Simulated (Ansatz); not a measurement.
BrCl, triplet, at a GFN2-xTB geometry (a higher spin typed on purpose: for a closed-shell molecule this is an excited state). Base run: B3LYP/def2-SVP in Ansatz (a first-principles code).

Here is a job for Ansatz.
Ansatz 0.2 input:
```yaml
crystal:
  periodic: [false, false, false]
  atoms:
    - {symbol: Cl, position_ang: [-0.00000000, -0.00000000, -1.77742018]}
    - {symbol: Br, position_ang: [0.00000000, 0.00000000, 0.86331837]}
basis:
  gaussian:
    orbitals: def2-SVP
hamiltonian:
  xc: b3lyp
magnetization: {spin_polarized: true, initial_magnetization: 2}
```

Variants of this job, named by their change:

```json
[
 {"change": "base", "ΔE vs base (mEh)": "0.000"},
 {"change": "point_charge = charge:0.5 position_ang:-1.248, 4.083, -1.1182", "ΔE vs base (mEh)": "-1.758"},
 {"change": "lower_state_search = off", "ΔE vs base (mEh)": "0.000"},
 {"change": "final_grid = 10, 20, 41", "ΔE vs base (mEh)": "0.000"},
 {"change": "lower_state_search = full", "ΔE vs base (mEh)": "0.000"},
 {"change": "point_charge = charge:1.0 position_ang:-0.053, -2.9543, 2.6949", "ΔE vs base (mEh)": "-6.425"},
 {"change": "final_grid = 6, 12, 29", "ΔE vs base (mEh)": "0.000"},
 {"change": "lower_state_search = light", "ΔE vs base (mEh)": "0.000"},
 {"change": "fitting.mean_field = cc-pVTZ-JKFIT", "ΔE vs base (mEh)": "-0.114"},
 {"change": "accuracy = high", "ΔE vs base (mEh)": "-0.001"},
 {"change": "final_grid = 4, 8, 17", "ΔE vs base (mEh)": "0.065"}
]
```
